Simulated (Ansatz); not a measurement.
Total energies of CH$_{4}$FGaSi.

Cartesian coordinates in Å:
```
F 0.4700 -1.5608 -1.1067
Ga 1.1122 1.4674 -1.6320
C 0.0569 0.9351 0.0724
Si -0.2081 -0.8734 0.1979
H -0.8914 1.4838 0.0273
H 0.6319 1.3225 0.9217
H -1.6376 -1.2764 0.1541
H 0.4661 -1.4981 1.3653
```

The species carries charge 0 and has multiplicity 1. Correlated methods include outer-core shells of Ga, which these sets cover unevenly. Scalar relativity is left out up to krypton. The bonds changed during the relaxation, so this is another structure than the one it started from. Geometry: relaxed with PBE0-D4/def2-TZVP. Basis def2-TZVPP, Ansatz 0.2.0.

RPA on PBE orbitals: Hartree–Fock energy of these orbitals -2351.88829 Eh, correlation -1.20889 Eh (frozen core).

```tsv
functional	energy without D4 (Eh)	D4 term (kJ/mol)
LDA (SPW92)	-2349.61758	–
PBE	-2354.23299	-18.9
B97M-V	-2354.34946	–
PBE0	-2354.30648	-15.9
B3LYP	-2354.90895	-31.0
r2SCANh	-2354.70371	-4.6
HSE06 (plane-wave form)	-2354.29283	-15.0
ωB97X-V	-2354.55823	–
B2PLYP	-2354.25587	–
PBE-QIDH	-2353.86451	–
```

**Question.** Give the same for revPBE, BLYP, r2SCAN, r2SCAN0, BHLYP, CAM-B3LYP, LC-ωPBE, ωB97M-V. (Best estimate.)

**Answer.** Computed: 
| functional | energy without D4 (Eh) | D4 term (kJ/mol) |
| --- | --- | --- |
| revPBE | -2354.57931 | -52.6 |
| BLYP | -2354.87146 | -41.3 |
| r2SCAN | -2354.72280 | -4.2 |
| r2SCAN0 | -2354.67651 | -5.1 |
| BHLYP | -2354.74713 | -26.5 |
| CAM-B3LYP | -2354.91014 | -16.4 |
| LC-ωPBE | -2354.39753 | – |
| ωB97M-V | -2354.65908 | – |

B3LYP takes the VWN-RPA correlation (the form of Gaussian; ORCA's B3LYP/G). HSE06 is the plane-wave form, built on full-range PBE exchange. The double hybrids freeze the cores in their second-order part.

LC-ωPBE has ω = 0.4 bohr⁻¹.
